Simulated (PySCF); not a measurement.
Gas-phase reaction: C2F5 + F → 2 CF3

Method: PySCF energies plus ideal-gas RRHO corrections (1 bar). † marks an energy on the PBE0/def2-TZVP geometry and frequencies; other levels use their own. 6-31G* has spherical d functions here. Open shells (unrestricted): C2F5 (multiplicity 2), F (multiplicity 2), CF3 (multiplicity 2). Spin-orbit splitting is ignored; it lowers the true energy and changes the entropy of F. C2F5: computed as isolated molecules; such fragments, hydroxides, amides, oligomers or adducts are transient or little studied in the gas.

ωB97M-V/def2-TZVP† gives ΔH°(298 K) = -112 kJ.

**Question.** What do PBE/def2-SVP, HF/6-31G*, PBE0/def2-TZVP give?

**Answer.** PBE/def2-SVP: -155 kJ; HF/6-31G*: -47 kJ; PBE0/def2-TZVP: -129 kJ. For scale, ΔH°(298 K) is -112 kJ at this level, -118 kJ at ωB97X-V/def2-TZVP†, and runs from -183 to -47 kJ over the 18 levels computed.
